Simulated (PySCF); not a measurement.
Al(OH)3(MeCN), C₂H₆AlNO₃, singlet (PBE0/def2-SVP optimised geometry):

```
13

Al    -2.159    -0.671     0.000
O     -2.456    -1.517    -1.472
H     -2.862    -1.049    -2.204
O     -2.453     1.028     0.000
H     -2.857     1.434     0.768
O     -2.441    -1.527     1.470
H     -2.879    -2.378     1.436
C      2.475    -0.692     0.016
C      1.029    -0.679     0.007
N     -0.121    -0.671     0.000
H      2.838    -0.954     1.020
H      2.857     0.302    -0.259
H      2.844    -1.434    -0.707
```

Calculation: PBE0/def2-TZVP run with PySCF.

Problem. What are the frontier orbital energies and the dipole moment?

Solution. HOMO-2 -7.76 eV, HOMO-1 -7.64 eV, HOMO -7.63 eV, LUMO -0.67 eV, LUMO+1 -0.67 eV; dipole moment 7.04 D.

Meta-Löwdin charges at PBE0/def2-TZVP: Al1 1.18, O2 -0.82, H3 0.34, O4 -0.82, H5 0.34, O6 -0.82, H7 0.34, C8 -0.36, C9 0.23, N10 -0.12, H11 0.18, H12 0.18, H13 0.18.
